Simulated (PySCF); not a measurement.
C7H8F2.
Z-matrix (Å and degrees, PBE0-D3(BJ)/def2-SVP geometry), rows numbered from 1:
```
C 
C   1  1.5284
C   2  1.5010  1  114.98
C   3  1.3481  2  109.75  1  -126.27
C   4  1.4664  3  108.65  2     0.49
C   5  1.4908  4  123.97  3   179.26
F   6  1.3505  5  110.96  4   171.08
F   6  1.3570  5  110.26  4    51.35
C   5  1.3491  4  109.42  3     0.01
H   1  1.1003  2  110.91  3   -60.30
H   1  1.1003  2  110.56  3    59.65
H   1  1.1002  2  111.02  3   179.74
H   2  1.1104  1  108.29  3   120.59
H   3  1.0911  2  123.66  1    54.49
H   4  1.0911  3  126.73  2  -178.55
H   6  1.1064  5  112.35  4   -68.11
H   9  1.0902  2  124.58  1   -53.66
```

Linear response at PBE0/def2-SVPD (PySCF, frozen core in the response, non-relativistic).

Static isotropic polarisability: 81.92 au (12.14 Å³), principal values 61.7, 81.9, 102.1 au.

(1) What is the polarisability at 1064 nm and at the sodium D line?

(2) What is the isotropic C6 coefficient between two such molecules, C6 = (3/π)∫α(iω)² dω?

(3) Which effective excitation energy ω̄ makes London's formula C6 = (3/4)α²ω̄ exact here?

(4) What molar refraction at the D line follows from R = (4π/3)·N_A·α′, with α′ the polarisability volume?

(5) What n − 1 at the D line would an ideal gas of it have at 273.15 K and 1 atm (2.6868 × 10¹⁹ cm⁻³), by n − 1 = 2π·N·α′?

(6) What does −C6/R⁶ come to at R = 10 Å between centres?

## Answers

(1) 82.66 au at 1064 nm (+0.9 %), 84.45 au at 589.3 nm (+3.1 %). The rise at 589.3 nm is 3.42 times that at 1064 nm; a pure ω² law gives 3.26. The lowest singlet lies at 248 nm, shorter than both wavelengths.

(2) 2877 au (Eh·bohr⁶) by a ten-point quadrature over imaginary frequencies, which is 1720 eV·Å⁶ or 166 J·nm⁶/mol.

(3) ω̄ = 4·C6/(3α²) = 0.572 Eh = 15.6 eV. A one-pole form α(ω) = α/(1 − ω²/ω̄²) fitted to the 1064 nm value gives 12.3 eV.

(4) α′ = 12.51 Å³ gives R = 31.57 cm³/mol, for isolated, non-vibrating species.

(5) 21.13 × 10⁻⁴, a formal value whether or not that pressure can be reached.

(6) -170 J/mol. This is the leading, orientation-averaged term; C8 and higher terms are left out.

On Arm Neoverse V1, one thread, shared host, this took 57 s of wall time. This is the whole response run at PBE0/def2-SVPD, SCF included.

One conformer stands for the species.
